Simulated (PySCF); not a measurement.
## Te⁺: excitation energy

Te⁺ [Kr] 4d10 5s2 5p3 (4S) → Te⁺ [Kr] 4d10 5s1 5p4 (4P), as a difference of total energies. Calculation: PySCF 2.14, in x2c-TZVPPall (8s6p4d2f, 60 functions); the spin-free X2C one-electron Hamiltonian (Gaussian nucleus). Correlated levels: valence and next inner shell: [Ar] 3d10 frozen. The calculations carry no spin-orbit coupling.

```tsv
method	excitation energy (eV)
UHF	9.303
MP2 (valence and next inner shell)	9.699
SCS-MP2 (valence and next inner shell)	9.609
CCSD (valence and next inner shell)	9.297
CCSD(T) (valence and next inner shell)	9.135
```

Problem. How much does correlation contribute at CCSD(T) (valence and next inner shell)?

Solution. 9.135 − (9.303) = -0.168 eV, measured against UHF.

The coupled-cluster amplitudes are large for the upper state (T1 above 0.03 or a double amplitude above 0.15), so a single reference is strained.
